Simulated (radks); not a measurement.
Values are calculated unless marked as measured or tabulated.
Charge is removed step by step from the 3p (averaged over the sub-levels emptied) level of neutral silicon, starting from [Ne] 3s2 3p2. Level of theory: Dirac Kohn-Sham, PBE, spin-unpolarised, spherical densities, point nucleus; open shells are shared between the two j in proportion to 2j + 1 (a radial shooting solver on a logarithmic mesh with Libxc functionals).

| removed (e) | E - E(0) (eV) | eigenvalue (eV) | E minus straight line (eV) |
|---|---|---|---|
| 0 | 0.000 | -4.081 | 0.000 |
| 0.1 | 0.442 | -4.765 | -0.332 |
| 0.2 | 0.954 | -5.467 | -0.594 |
| 0.3 | 1.536 | -6.187 | -0.786 |
| 0.4 | 2.192 | -6.924 | -0.904 |
| 0.5 | 2.921 | -7.676 | -0.949 |
| 0.6 | 3.727 | -8.444 | -0.917 |
| 0.7 | 4.611 | -9.226 | -0.807 |
| 0.8 | 5.573 | -10.023 | -0.619 |
| 0.9 | 6.616 | -10.833 | -0.350 |
| 1 | 7.740 | -11.656 | 0.000 |

Removing the whole electron costs 7.740 eV by Delta-SCF, against 4.081 eV from minus the eigenvalue at the starting occupation. Slater's transition state (half an electron removed) gives 7.676 eV. Integrating minus the eigenvalue over the occupation (Janak's theorem) gives 7.740 eV. The mean slope of the eigenvalue, de/dn, is 7.57 eV per electron. Ionisation energy of Si in the NIST Atomic Spectra Database: 8.152 eV (measured).

Beside tabulated values, note that spin-unpolarised runs miss the spin-polarisation part of the exchange energy of open shells.
